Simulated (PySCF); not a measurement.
# Electronic structure of Mo²⁺ (molybdenum, charge +2) at the PBE level

Configuration: [Kr] 4d4, high-spin 5D determinant. Calculation: PySCF 2.14, in aug-cc-pVDZ-PP with ECP28MDF; a scalar-relativistic core potential.

```json
{"Total energy": "-67.0137 hartree", "One-electron energy": "-107.1078 hartree", "Hartree (Coulomb) energy": "47.4732 hartree", "Exchange-correlation energy": "-7.3791 hartree", "⟨S²⟩": "6.0003", "⟨L²⟩": "6.005", "Sum of ⟨r⟩": "16.70 bohr", "Sum of ⟨r²⟩": "27.48 bohr²", "Traceless quadrupole moment −½Σ⟨3z² − r²⟩ along its main axis": "-0.913 e·bohr²", "Time after the integrals": "0.5 s of wall time on 1 thread of Neoverse-V1 (shared host)"}
```

```tsv
shell	electrons	mean orbital energy (eV)	spread (eV)	rms radius, mean of both spins (bohr)
4s α	1	-83.978	0	1.18
4s β	1	-81.318	0	1.18
4p α	3	-57.912	0.573	1.32
4p β	3	-55.051	1.302	1.32
4d α	4	-21.862	0.809	1.88
```

Energies and moments cover only the electrons outside the core potential.
